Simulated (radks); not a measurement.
Spin polarisation of the 5d6 shell in Os2+. Start: [Xe] 4f14 5d(up 3, down 3); electrons of 5d are moved from spin down to spin up, other shells keep equal spins. Method: scalar-relativistic Kohn-Sham, r2SCAN, spin-polarised, spherical densities, finite nucleus; meta-GGA in the generalised Kohn-Sham scheme; Fermi nuclear charge, rms radius of each element as measured or else 0.836 A^(1/3) + 0.57 fm; computed with a radial shooting solver on a logarithmic mesh with Libxc functionals.

| moment (Bohr magnetons) | E - E(0) (eV) | e(5d up) (eV) | e(5d down) (eV) | 5p down minus up (eV) | 4f down minus up (eV) |
|---|---|---|---|---|---|
| 0 | 0.000 | -22.910 | -22.910 | 0.000 | 0.000 |
| 1 | -0.218 | -23.325 | -22.450 | 0.726 | 0.124 |
| 2 | -0.876 | -23.698 | -21.939 | 1.457 | 0.248 |
| 3 | -1.981 | -24.033 | -21.366 | 2.196 | 0.371 |
| 4 | -3.547 | -24.327 | -20.717 | 2.945 | 0.492 |

At moment 4 the spin-polarisation energy is -3.547 eV and the 5d exchange splitting 3.610 eV, that is 0.903 eV per Bohr magneton; E = -I m^2/4 would give I = 0.887 eV.
